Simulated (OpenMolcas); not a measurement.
N⁺: effect of the active space

```json
{
  "Program": "OpenMolcas",
  "Method": "MS-CASPT2 or its RAS form, IPEA 0.25 Eh, imaginary shift 0.1 Eh",
  "Basis": "ANO-RCC-VQZP",
  "Scalar Hamiltonian": "DKH2, point nucleus",
  "Spin-orbit coupling": "state interaction with AMFI integrals over the reference wave functions, term energies averaged over their components"
}
```

A. 4 electrons in 4 orbitals (2s 2p); 2S+1 = 3 even, 6 roots; 2S+1 = 1 even, 6 roots; 2S+1 = 5 odd, 1 root; 2S+1 = 3 odd, 9 roots; 2S+1 = 1 odd, 8 roots; closed shells correlated: 1s; CASPT2 step about 2.8 core-seconds
B. 4 electrons in 9 orbitals (RAS2 2s 2p; RAS3 3d, at most 2 electrons); 2S+1 = 3 even, 6 roots; 2S+1 = 1 even, 11 roots; 2S+1 = 5 odd, 1 root; 2S+1 = 3 odd, 9 roots; 2S+1 = 1 odd, 8 roots; closed shells correlated: 1s; CASPT2 step of the order of 21 core-seconds

Energies in cm-1 above 2s2 2p2 3P0, the measured ground level; measured values from NIST Handbook of Basic Atomic Spectroscopic Data.

| Level | A | B | Measured |
| --- | --- | --- | --- |
| 2s2 2p2 3P0 | 0.0 | 0.0 | 0.0 |
| 2s2 2p2 3P1 | 45.0 | 44.3 | 48.7 |
| 2s2 2p2 3P2 | 134 | 132 | 131 |
| 2s2 2p2 1D2 | 15010 | 15570 | 15316 |
| 2s2 2p2 1S0 | 31460 | 32920 | 32689 |
| 2s 2p3 5S* 2 | 44530 | 45660 | 46785 |
| 2s 2p3 3D* 2 | 89870 | 91740 | 92250 |
| 2s 2p3 3D* 1 | 89870 | 91740 | 92251 |
| 2s 2p3 3D* 3 | 89870 | 91750 | 92236 |
| 2s 2p3 3P* 0 | 108230 | 109180 | 109223 |
| 2s 2p3 3P* 1 | 108230 | 109180 | 109216 |
| 2s 2p3 3P* 2 | 108230 | 109180 | 109217 |
| 2s 2p3 1D* 2 | 145660 | 144580 | 144188 |
| 2s 2p3 3S* 1 | 156930 | 156080 | 155127 |
| 2s 2p3 1P* 1 | 163650 | 164520 | 166766 |

Deviations, from unrounded energies. A percentage is the sum of absolute deviations over the sum of measured energies, with the sign that they share, or ± where signs differ.

```json
{"Against measurement": "mean absolute deviation (cm-1)", "Levels": "14", "A": "1400", "B": "490"}
{"Against measurement": "fine structure of the ground term (%)", "Levels": "2", "A": "±3.6", "B": "±3.0"}
{"Against measurement": "other terms of the ground configuration (%)", "Levels": "2", "A": "-3.2", "B": "+1.0"}
{"Against measurement": "other configurations (%)", "Levels": "10", "A": "±1.7", "B": "±0.6"}
```

B lies closest to measurement on these levels. The largest miss of B in the table is 2s 2p3 1P* 1, by -2200 cm-1. The ranking rests on the paired levels alone, and a cruder setting can come out closer through cancelling errors.

Between A and B the level of the table that moves most is 2s 2p3 3D* 3, by 1900 cm-1 (lowest in A, highest in B). Moves below CASPT2's spread within the term are not significant.

CASPT2 breaks the degeneracy within a term, and the mean is taken; among the terms shown or strongly mixed into the levels shown the widest spread is 580 cm-1 (2s 2p3 3D*, A). Active for correlation alone: 3d; no level in the range computed is led by a configuration that fills it, so any true level of that kind is missing (holds for B). Measured partners are found by configuration, term and J. A level has none where our copy of the source lacks it or the pairing is in doubt (some pairs that miss far off the trend of their configuration count as doubtful), and it then counts in no deviation. Levels of configurations outside the active space are missing. Levels that lie high or do not pair safely by name in every column are left out.

* marks odd parity.
